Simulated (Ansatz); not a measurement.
The lowest singlet and triplet of CH3N (SMILES C=N); geometries from B3LYP-D3(BJ)/def2-TZVP, each state relaxed from the structure named, with no frequency check.
Singlet (charge 0, multiplicity 1):
```
atom    x (Å)    y (Å)    z (Å)
----  -------  -------  -------
C     -0.5574   0.1786   0.0105
N      0.6030  -0.3199  -0.0120
H     -1.4180  -0.4908   0.0213
H     -0.7786   1.2508   0.0202
H      1.3198   0.4081  -0.0201
```
Triplet (charge 0, multiplicity 3):
```xyz
5

C     -0.6012     0.1181    -0.2142
N      0.6486    -0.1339     0.2795
H     -1.2983    -0.7182    -0.2436
H     -1.0281     1.0971    -0.0005
H      1.3938    -0.1503    -0.4268
```

A positive gap puts the triplet lower; no zero-point energy. R- takes a restricted singlet. U- takes an unrestricted singlet (broken symmetry where lower, unprojected). The triplet is unrestricted in single-reference levels. Active spaces average the two states.

Correlated levels freeze the cores.

The values were computed with Ansatz (Gaussian basis) for Hartree–Fock, density functionals and correlated methods. Values without a source in brackets are computed.

Task: What gap E(singlet) − E(triplet), adiabatic does FIC-MRCISD+Q on SA-CASSCF(4,3)/cc-pVTZ give?

Result: -69.2 kcal/mol

Task: Predict the gap E(singlet) − E(triplet), adiabatic from R-B3LYP/def2-TZVPP.

Result: -62.9 kcal/mol

Task: Predict the gap E(singlet) − E(triplet), adiabatic from U-CCSD/cc-pVTZ.

Result: -65.7 kcal/mol

Ansatz is a quantum-chemistry and plane-wave program.
